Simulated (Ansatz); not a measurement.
Molecule: sum formula H₃SiO₂ (charge 0, doublet). It need not be the lowest isomer of its formula. SMILES: [O][SiH2]O
Structure (B3LYP-D3(BJ)/def2-TZVP (Ansatz, a program for electronic structure) minimum search):
```
Si
O 1 1.6367
H 2 0.9609 1 119.70
O 1 1.6478 2 117.48 3 55.74
H 1 1.4747 2 104.88 3 178.91
H 1 1.4917 5 113.47 2 -123.29
```
Charge 0, spin multiplicity 2.

Computed values are from Ansatz. Valence correlation only, unless marked. Open shells are spin-unrestricted. No spin-orbit coupling. No relativistic terms. CBS marks a two-point X^-3 extrapolation of the correlation energy; Hartree-Fock from the larger set. The bracket is a focal-point correction in the basis named.

```yaml
atomisation energy De: 2022.4 kJ/mol at RI-MP2/CBS(aug-cc-pV(T+d)Z,aug-cc-pV(Q+d)Z)+[CCSD(T)-MP2]/aug-cc-pV(T+d)Z
total_energy: -441.2233 Eh at RI-MP2/CBS(aug-cc-pV(T+d)Z,aug-cc-pV(Q+d)Z)+[CCSD(T)-MP2]/aug-cc-pV(T+d)Z
dipole_moment: 1.46 D at CCSD(T)/aug-cc-pV(D+d)Z
T1 diagnostic: 0.020 at CCSD/aug-cc-pV(T+d)Z
```
